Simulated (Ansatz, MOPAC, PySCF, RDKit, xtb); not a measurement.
Dimer: NH3 (SMILES N) (first 4 atoms) with H2 (SMILES [H][H]); geometry from B3LYP-D3(BJ)/def2-TZVP, rigid monomers moved along the line of their centres of mass till N1···H5 is 3.01 Å.
(charge 0, multiplicity 1):
```xyz
6

N      0.015    -0.002    -0.138
H     -0.713     0.618    -0.473
H      0.898     0.344    -0.496
H     -0.146    -0.912    -0.554
H      0.022    -0.184     2.864
H      0.022    -0.233     3.611
```

Counterpoise-corrected where a basis set is named; no monomer relaxation. RDKit's UFF carries no charges.

Correlated levels freeze the cores. The state that AM1 reach isn't checked.

Programs: Ansatz (a quantum-chemistry and plane-wave program); MOPAC for AM1 (differences of heats of formation); PySCF for the dispersion terms; RDKit for the force fields; xtb for the GFN methods. Values without a source in brackets are computed.

```
level                  interaction energy (kcal/mol)
---------------------  -----------------------------
UFF                                            -0.17
GFN-FF                                         -0.15
AM1                                             0.00
GFN2-xTB                                       -0.58
HF/aug-cc-pVTZ                                 -0.33
r2SCAN/def2-TZVPPD                             -0.44
r2SCAN-D4/def2-TZVPPD                            ___
SCS-MP2/aug-cc-pVDZ                            -0.47
CCSD/aug-cc-pVTZ                               -0.61
```

### Question
What belongs in the gaps?

### Answer

- r2SCAN-D4/def2-TZVPPD, interaction energy (kcal/mol): -0.51
